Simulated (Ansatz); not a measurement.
`CC(C)(C)[O][Ge][F]` → `[OH][Ge][F]` + `C=C(C)C` at 500 K and 1 bar (alkene loss).

Gas-phase electronic energies from Ansatz, PBE0-D4/def2-TZVP geometries. CCSD(T)/CBS adds triple-zeta CCSD(T) − MP2 to the extrapolated MP2 energy (def2 sets, frozen cores). This one scheme is used for every species. For Ge outer-core shells are correlated without core-valence functions, which leaves a few kJ/mol of doubt a bond. Scalar relativity is left out up to krypton. Each species was taken in one conformer, which may not be the lowest.

```tsv
species	CCSD(T)/CBS energy (Eh)	H − E (kJ/mol)	S (J/(mol·K))
`CC(C)(C)[O][Ge][F]`	-2408.78467	397.7	484.4
`[OH][Ge][F]`	-2251.74560	65.5	312.0
`C=C(C)C`	-157.01236	321.4	344.6
```

H − E and S are ideal-gas, rigid-rotor, harmonic terms from PBE0-D4/def2-TZVP, for one conformer and one mirror image of each species. 1 Eh = 2625.50 kJ/mol, R = 8.31446 J/(mol·K).

Q: By hand: ΔE, ΔH, ΔS and ΔG.

A: ΔE = (-2251.74560) + (-157.01236) − (-2408.78467) = 0.02671 Eh = 70.1 kJ/mol. Δ(H − E) = 65.5 + 321.4 − 397.7 = -10.8, so ΔH = 59.3 kJ/mol. ΔS = 312.0 + 344.6 − 484.4 = 172.2 J/(mol·K). ΔG = 59.3 − 500 × (172.2)/1000 = -26.8 kJ/mol.

Q: By hand: the equilibrium constant, and the temperature at which ΔG would vanish if ΔH and ΔS stayed fixed.

A: log₁₀ K = −ΔG/(RT ln 10) = 2.8. ΔG = 0 at ΔH/ΔS = 344 K.

The number of gas molecules changes by +1, which sets the sign of ΔS. A doubt of 5 kJ/mol in ΔE shifts log₁₀ K by 0.5 here. Other conformers and mirror images would add mixing entropy, several J/(mol·K) or more a flexible species. These are equilibria of isolated gas molecules and say nothing of rates. Largest T1 diagnostic: 0.015 (customary marks: 0.02 for closed shells, 0.045 for open ones).
